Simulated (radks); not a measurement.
Q: Coherent X-ray form factor from a spherical all-electron density. All-electron calculation, scalar-relativistic Kohn-Sham, LDA (Slater exchange, Perdew-Wang correlation), spin-unpolarised, spherical densities, point nucleus. Program: a radial shooting solver on a logarithmic mesh with Libxc functionals.

sin(theta)/lambda (1/angstrom)  f0 (electrons)
0.05                                    25.711
0.1                                     24.888
0.15                                    23.641
0.2                                     22.117
0.25                                    20.454
0.3                                     18.764
0.4                                     15.601
0.5                                     12.964
0.6                                     10.922
0.8                                      8.323
1                                        6.955
1.25                                     5.934
1.5                                      5.112
2                                        3.630

The species is in the configuration that NIST lists as its ground one. Which atom or ion scatters so?

A: The nickel ion Ni2+, [Ar] 3d8. Extrapolating in s^2 from the first two rows gives f0(0) = 26.0, near the electron count 26; among species with that count, the fall with angle is slower the higher Z, and the table is that of Z = 28; from so few rows the species is fixed only to a neighbour or two.
